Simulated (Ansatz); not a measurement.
The same silylene loss along the group Si, Ge, Sn.

Gas-phase electronic energies from Ansatz, PBE0-D4/def2-TZVP geometries. CBS: MP2 limit from def2 TZ/QZ plus the TZ coupled-cluster correction, frozen cores. This one scheme is used for every species. DFT in def2-TZVPP. Elements past krypton have def2 core potentials. For Ge, I, Sn outer-core shells are correlated without core-valence functions, which leaves a few kJ/mol of doubt a bond. Scalar relativity is left out up to krypton.

```json
{"reaction": "`F[Si](F)(F)I` → `FI` + `F[Si]F`", "B97M-V (kcal/mol)": "122.2"}
{"reaction": "`[F][Ge]([F])([F])[I]` → `FI` + `[F][Ge][F]`", "B97M-V (kcal/mol)": "75.5"}
{"reaction": "`[F][Sn]([F])([F])[I]` → `FI` + `[F][Sn][F]`", "B97M-V (kcal/mol)": "56.5"}
```

Problem. Give the CCSD(T)/CBS values in the same order. (An estimate is asked.)

Solution. Computed: 126.7, 76.9, 60.6 kcal/mol.

Largest T1 diagnostic: 0.017, for `[F][Sn][F]`.
